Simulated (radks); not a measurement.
Effect of the nuclear size on neutral nickel, [Ar] 3d8 4s2. Calculated with a radial shooting solver on a logarithmic mesh with Libxc functionals: Dirac Kohn-Sham, PBE, spin-unpolarised, spherical densities, finite nucleus; open shells are shared between the two j in proportion to 2j + 1; Fermi nuclear charge, rms radius 3.7757 fm. The rms radius is varied about that value; shifts are against it.

| rms radius (fm) | total energy shift (eV) | density at nucleus (e/bohr^3) | 1s1/2 shift (meV) | 2s1/2 shift (meV) | 2p1/2 shift (meV) | 3s1/2 shift (meV) |
|---|---|---|---|---|---|---|
| 3.0885 | -0.0524 | 1.981e+04 | -22.2 | -2.07 | 0.198 | -0.295 |
| 3.5869 | -0.0154 | 1.966e+04 | -6.53 | -0.607 | 0.058 | -0.087 |
| 3.7757 | 0 | 1.961e+04 | 0.000 | 0.000 | 0.000 | 0.000 |
| 3.9796 | 0.0175 | 1.956e+04 | 7.41 | 0.689 | -0.066 | 0.098 |
| 4.5233 | 0.0683 | 1.944e+04 | 29.0 | 2.69 | -0.258 | 0.384 |

Slopes of the eigenvalues against <r^2> in GHz/fm^2, as finite differences over the two radii next to the reference (eigenvalue slopes, not the field-shift constants of lines): 1s1/2 1140, 2s1/2 105, 2p1/2 -10.1, 3s1/2 15.0.
